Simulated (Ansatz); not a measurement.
Consider the formal exchange of groups at the Si–C bond: `N=C(S)[SiH2]O` + `C[SiH](F)Cl` → `C[SiH](Cl)[SiH2]O` + `N=C(F)S`.

Calculated with Ansatz (gas phase, PBE0-D4/def2-TZVP geometries, no zero-point term in ΔE). CCSD(T)/CBS is the MP2 limit (def2-TZVPP, def2-QZVPP) plus CCSD(T) − MP2 in def2-TZVPP, frozen cores. DFT in def2-TZVPP. One conformer a species, not always the lowest.

`N=C(S)[SiH2]O`:

```xyz
10

N     0.839   -1.265   -0.709
C    -0.021   -0.330   -0.690
S    -1.054    0.086   -2.056
Si   -0.110    0.605    0.960
O     1.013   -0.113    1.902
H     0.898   -1.776   -1.591
H    -1.709    1.097   -1.463
H     0.180    2.042    0.721
H    -1.483    0.483    1.514
H     1.446   -0.828    1.412
```

`C[SiH](F)Cl`:

Cartesian coordinates in Å:
```
C -0.594 -0.754 0.321
Si 0.426 0.694 -0.190
F 1.545 0.970 0.910
Cl 1.381 0.300 -1.956
H -1.087 -0.552 1.275
H -1.361 -0.963 -0.428
H 0.031 -1.642 0.432
H -0.341 1.945 -0.363
```

`C[SiH](Cl)[SiH2]O`:

Cartesian coordinates in Å:
```
C 1.579 -0.398 1.044
Si -0.062 0.453 0.805
Cl -1.534 -0.692 1.742
Si -0.814 0.533 -1.418
O -1.343 -0.976 -1.834
H 1.797 -0.525 2.106
H 1.579 -1.381 0.568
H 2.376 0.201 0.595
H -0.065 1.777 1.482
H -1.893 1.556 -1.533
H 0.268 0.875 -2.376
H -1.887 -1.423 -1.181
```

`N=C(F)S`:

Z-matrix (Å, degrees):
```
C
F 1 1.332
S 1 1.764 2 107.1
N 1 1.243 2 119.1 3 180.0
H 3 1.341 1 95.2 2 180.0
H 4 1.013 1 113.4 2 -180.0
```

CCSD(T)/CBS gives +52.8 kcal/mol.

Problem. Another level gave +52.4 kcal/mol. Which?
A. MP2/def2-TZVPP
B. PBE0-D4/def2-TZVPP
C. HF/def2-TZVPP
D. r2SCAN-D4/def2-TZVPP

Solution. C. HF/def2-TZVPP 52.4, MP2/def2-TZVPP 54.6, r2SCAN-D4 48.6, PBE0-D4 46.0 kcal/mol.

Largest T1 diagnostic among the species: 0.014.

From PBE to PBE0 (25 % exact exchange), in def2-TZVPP and without D4, ΔE moves by +2.0 kcal/mol.
